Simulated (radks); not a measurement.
Values are calculated unless marked as measured or tabulated.
Ionisation of neutral samarium, [Xe] 4f6 6s2, to Sm+, [Xe] 4f6 6s1, under several functionals. Non-relativistic Kohn-Sham, spin-polarised, spherical densities, point nucleus; open shells are filled with parallel spins first (spin-orbit coupling, left out, can overturn this in heavy ions); a radial shooting solver on a logarithmic mesh with Libxc functionals.

| functional | E(Sm) (hartree) | Exc (hartree) | IE (eV) | -e(HOMO) (eV) | <r> HOMO (bohr) | IE error (eV) |
|---|---|---|---|---|---|---|
| TASK exchange with Perdew-Wang LDA correlation | -10036.4307 | -225.5776 | 4.634 | 3.382 | 5.039 | -1.010 |
| XLYP | -10039.1837 | -228.2817 | 5.348 | 3.146 | 4.622 | -0.296 |
| SOGGA | -10034.0381 | -223.0908 | 5.172 | 3.221 | 4.654 | -0.472 |
| MS2 meta-GGA | -10037.2595 | -226.3433 | 5.097 | 3.321 | 4.792 | -0.546 |
| exchange-only r2SCAN | -10034.8059 | -223.8977 | 4.236 | 2.736 | 5.000 | -1.408 |
| BP86 | -10039.2335 | -228.3372 | 5.436 | 3.402 | 4.609 | -0.208 |
| LDA (Slater exchange, Perdew-Zunger correlation) | -10031.4533 | -220.4839 | 5.502 | 3.400 | 4.570 | -0.141 |
| HCTH/407 | -10044.4738 | -233.8620 | 5.770 | 3.275 | 4.733 | +0.126 |
| revTPSS | -10036.6190 | -225.6812 | 5.200 | 3.307 | 4.722 | -0.443 |
| TPSS | -10037.8598 | -226.9370 | 5.192 | 3.274 | 4.705 | -0.452 |
| Tao-Mo meta-GGA | -10036.7026 | -225.7721 | 5.088 | 3.233 | 4.728 | -0.556 |

NIST Atomic Spectra Database: 5.644 eV (measured). Closest: HCTH/407. The Delta-SCF values span 1.53 eV, the total energies 13.02 hartree. The highest occupied level is 6s. Relativity is left out here, which matters for elements this heavy. Open shells are spherical and high-spin; term and fine-structure splittings are not resolved.
